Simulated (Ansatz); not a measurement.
Geometry optimisation, RKS PBE0-D4/def2-SVP (Ansatz).

Input file:

```yaml
crystal:
  periodic: [false, false, false]
  atoms:
    - { symbol: Ga, position_ang: [-0.8792, 0.1969, 1.3886] }
    - { symbol: "N", position_ang: [0.826, -0.3374, 0.013] }
    - { symbol: C, position_ang: [0.5097, -1.2708, -1.0546] }
    - { symbol: C, position_ang: [-0.5431, 1.8736, 0.2893] }
    - { symbol: H, position_ang: [0.3677, 0.9195, -0.1749] }
    - { symbol: Cl, position_ang: [-1.7512, -1.3001, 2.5958] }
    - { symbol: H, position_ang: [1.7996, -0.4532, 0.283] }
    - { symbol: H, position_ang: [1.1553, -1.1171, -1.9278] }
    - { symbol: H, position_ang: [0.6034, -2.3178, -0.7388] }
    - { symbol: H, position_ang: [-0.5291, -1.1035, -1.3594] }
    - { symbol: H, position_ang: [-1.426, 2.2431, -0.2293] }
    - { symbol: H, position_ang: [-0.1332, 2.6668, 0.9151] }
basis:
  gaussian: { orbitals: def2-SVP }
hamiltonian:
  xc: pbe0
  dispersion: d4
relax:
  f_tol: 0.15
  max_steps: 25
  restrain:
    - { distance: [4, 1], at: 1.02, k: 30.0 }
    - { distance: [0, 1], at: 3.23, k: 30.0 }
    - { distance: [4, 3], at: 2.37, k: 30.0 }
```

Launched with:

```bash
$ ansatz run input.yaml --threads 4 --pin off --max-ram 5120MiB --backend cpu --events-out ev --progress --plain --runs-dir out
```

Problem. Where does it end, and by what steps?

Solution. It converged. The restraints hold the end off the free minimum. After 11 steps the energy has fallen by 0.077 eV (the restraints' own energy left out); H11 moved furthest, 1.00 Å. Joined: N2–H5 (1.35 → 1.02 Å).

```tsv
step	energy less start (eV)	largest force component (eV/Å)	accepted
0	0.0000	1.893	yes
1	0.6976	3.439	yes
2	0.8607	3.688	yes
3	0.7092	2.385	yes
4	0.2479	1.072	yes
5	0.0864	1.197	yes
6	0.0325	1.136	yes
7	-0.0043	0.736	yes
8	-0.0523	0.450	yes
9	-0.0544	0.603	yes
10	-0.0645	0.405	yes
11	-0.0767	0.410	yes
```

```xyz
12
Properties=species:S:1:pos:R:3
Ga -1.383 0.686 1.695
N 1.025 -0.397 -0.136
C 0.707 -1.421 -1.107
C -0.973 2.003 0.493
H 0.633 0.504 -0.416
Cl -2.207 -1.132 2.415
H 2.029 -0.291 -0.010
H 1.140 -1.262 -2.115
H 1.050 -2.406 -0.751
H -0.385 -1.487 -1.226
H -1.696 2.834 0.528
H 0.059 2.369 0.629
```

Run time: 55 s on 4 threads of Arm Neoverse N1 (shared host), peak memory 0.36 GiB.
